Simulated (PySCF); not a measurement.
**Electron correlation in Sn⁺ (tin, charge +1)**

[Kr] 4d10 5s2 5p1, 2P determinant. All numbers are calculated (PySCF 2.14, scalar relativity through the core potential, in def2-SVP with the def2 core potential (28 electrons) (4s4p2d, 26 functions)). Frozen: 4s2 4p6 4d10; 3 electrons correlated.

MP2 pair energies summed by pair of shells (mhartree):

```tsv
pair	energy	share (%)
5s-5s	-15.80	59.1
5s-5p	-10.93	40.9
```

Total MP2 correlation energy: -26.73 mhartree.

Same-spin part -1.83 and opposite-spin part -24.90 mhartree; SCS-MP2 scales them by 1/3 and 6/5 to -30.49 mhartree.

| level | correlation energy (mhartree) |
| --- | --- |
| CCSD | -39.84 |
| (T) | -0.37 |
| CCSD(T) | -40.21 |

Diagnostics: T1 = 0.0088, D1 = 0.0215, largest double amplitude 0.096.

**Question.** Is a single reference adequate?

**Answer.** Mostly. T1 lies below 0.03, but a double amplitude of this size points to a near-degeneracy that CCSD handles and MP2 describes poorly.
